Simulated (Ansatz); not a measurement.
`N[CH2][SnH3]`, relaxed with RKS PBE0-D4/def2-TZVP in the Gaussian-basis code of Ansatz from a PBE-D4/def2-SVP geometry. The force threshold is 0.005 eV/Å; the program also tests the step.

Total charge 0; spin multiplicity 1. Sn: def2 effective core potential.

Start:

```xyz
10

N     1.083   -1.175    0.052
C    -0.270   -0.720    0.356
Sn   -0.520    1.292   -0.475
H     1.769   -0.677    0.633
H     1.192   -2.172    0.278
H    -1.005   -1.357   -0.180
H    -0.573   -0.715    1.432
H     0.839    2.246    0.022
H    -1.972    2.059    0.085
H    -0.543    1.218   -2.202
```

(1) By how much does the energy fall, and how many steps does the optimiser take? (Estimate.)

(2) Which bonds change most? (An estimate is asked.)

(3) Give the relaxed structure. (An estimate is asked.)

Results:

(1) Ansatz gave: 4.30 kJ/mol, in 6 steps.

(2) The calculation gave: C2–Sn3 from 2.192 to 2.157 Å; Sn3–H9 from 1.735 to 1.712 Å; Sn3–H10 from 1.728 to 1.706 Å; Sn3–H8 from 1.734 to 1.712 Å.

(3) Computed: 
```xyz
10

N     1.067   -1.189    0.063
C    -0.280   -0.710    0.334
Sn   -0.506    1.278   -0.472
H     1.758   -0.637    0.556
H     1.182   -2.149    0.366
H    -0.996   -1.340   -0.200
H    -0.577   -0.707    1.391
H     0.837    2.213    0.032
H    -1.940    2.011    0.107
H    -0.545    1.230   -2.177
```
